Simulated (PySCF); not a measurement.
# How methods differ on the excitation energy of As

As [Ar] 3d10 4s2 4p3 (4S) → As [Ar] 3d10 4s1 4p3 5s1 (6S), as a difference of total energies. Computed with PySCF 2.14 in aug-cc-pVDZ-PP with ECP10MDF (5s4p3d, 32 functions), with scalar relativity through the core potential. Correlated levels: valence: 3s2 3p6 3d10 frozen. The calculations carry no spin-orbit coupling.

```tsv
method	excitation energy (eV)
UHF	11.162
MP2 (valence)	12.107
SCS-MP2 (valence)	12.442
CCSD (valence)	12.316
CCSD(T) (valence)	12.340
CCSDT (valence)	12.345
```

How much does correlation contribute at CCSD(T) (valence)?

12.340 − (11.162) = 1.178 eV, measured against UHF.

The upper state lies above the first ionisation limit, but in LS coupling its spin forbids autoionisation to the ground ion. A Rydberg-like electron needs more diffuse functions than a valence basis has.

The promoted electron is Rydberg-like, and one or two diffuse shells describe it only roughly, which tends to raise the upper state.
